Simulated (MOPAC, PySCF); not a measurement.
GeO, SMILES `[O+]#[Ge-]`, neutral singlet in the gas phase. 

Cartesian coordinates (Å):
```xyz
2

O      0.8112     0.0000     0.0000
Ge    -0.8112     0.0000     0.0000
```
Charge 0, multiplicity 1.

All levels are single points at this geometry (PBE0-D4/def2-TZVP); Pople sets use spherical d functions. Orbital energies aren't observables, and empty levels follow the basis.

PBE0-D4/def2-TZVP in PySCF gives dipole (D) = 3.37.

Question: Estimate the dipole (D) from each of these levels: B3LYP-D3(BJ)/def2-TZVP in PySCF; B3LYP/3-21G in PySCF; B3LYP/6-311+G** (LANL2DZ on Ge) in PySCF; M06-2X/6-31G* in PySCF; HF/3-21G in PySCF; HF/6-31G* in PySCF; HF/STO-3G in PySCF; PM7 in MOPAC.

Answer: 
```csv
level,dipole (D)
B3LYP-D3(BJ)/def2-TZVP in PySCF,3.38
B3LYP/3-21G in PySCF,2.29
B3LYP/6-311+G** (LANL2DZ on Ge) in PySCF,3.59
M06-2X/6-31G* in PySCF,3.18
HF/3-21G in PySCF,3.30
HF/6-31G* in PySCF,3.85
HF/STO-3G in PySCF,1.54
PM7 in MOPAC,4.37
```
